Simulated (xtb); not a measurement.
C₂H₄N (SMILES [CH]=NC), doublet, geometry from GFN2-xTB, atoms displaced at random by about 0.02 Å a coordinate. Base run: GFN2-xTB (xtb).

xtb was given this input:
```
$ xtb mol.xyz --gfn 2 --uhf 1 --opt --json

# file mol.xyz
7

C      1.32264441    -0.15106332    -0.23709930
N      0.10002071    -0.31248688    -0.30344889
C     -1.08267884     0.26477483     0.24954231
H      1.97436900     0.55495605     0.24914407
H     -1.70382137     0.56288643    -0.52730718
H     -1.62091380    -0.48050320     0.82819320
H     -0.87321643     1.10552379     0.92240329
```

Variants of this job, named by their change:

| change | ΔE vs base (µEh) | optimiser steps |
|---|---|---|
| base | 0.0 | 5 |
| engine = lbfgs | -0.5 | - |
| engine = inertial | 2.5 | - |
| opt level = vtight | -1.8 | 11 |
| alpb = chcl3 | -5301 | 5 |
| opt level = extreme | -1.8 | 12 |
| opt level = sloppy | 1.1 | 4 |
| opt level = crude | 11.4 | 3 |
| opt level = loose | 1.1 | 4 |
| opt level = lax | 1.1 | 4 |
